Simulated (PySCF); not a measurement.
stibine cation (H3Sb), SMILES [SbH3] (connectivity only; charge and spin as stated), charge +1, multiplicity 2.

Coordinates come from a B3LYP-D3(BJ)/def2-TZVPD optimisation. The multiplicity is an assumed one; other spin states were not compared. The def2 effective core potentials stand for the cores of Sb; spin–orbit coupling is left out.

Calculation: PySCF with TDA-B3LYP/def2-TZVPD.

Vertical excitations; the highest root listed may be one member of a degenerate set. The molecule is in vacuum.

```tsv
state	energy (eV)	λ (nm)	f	main pairs
root 1	4.08	304	0.005	β HOMO→LUMO (degenerate set)
root 2	4.08	304	0.005	β HOMO−1→LUMO (degenerate set)
root 3	5.82	213	0.001	α HOMO→LUMO 98 %
root 4	6.37	195	0.031	α HOMO→LUMO+2 (degenerate set)
root 5	6.37	195	0.031	α HOMO→LUMO+1 (degenerate set)
root 6	7.88	157	0.001	α HOMO−1→LUMO, β HOMO→LUMO+1 (degenerate set)
root 7	7.88	157	0.001	α HOMO−2→LUMO, β HOMO−1→LUMO+1 (degenerate set)
root 8	8.39	148	0.001	α HOMO−2→LUMO+2 25 %, α HOMO−1→LUMO+1 25 %, β HOMO−1→LUMO+3 20 %, β HOMO→LUMO+2 20 %
root 9	8.89	139	0.188	α HOMO→LUMO+3 95 %
root 10	9.06	137	0.001	α HOMO−1→LUMO+1 19 %, α HOMO−2→LUMO+2 19 %, α HOMO−2→LUMO 10 %, β HOMO→LUMO+2 20 %, β HOMO−1→LUMO+3 20 %, β HOMO−1→LUMO+1 7 %
```
Unrestricted roots are not spin-pure.
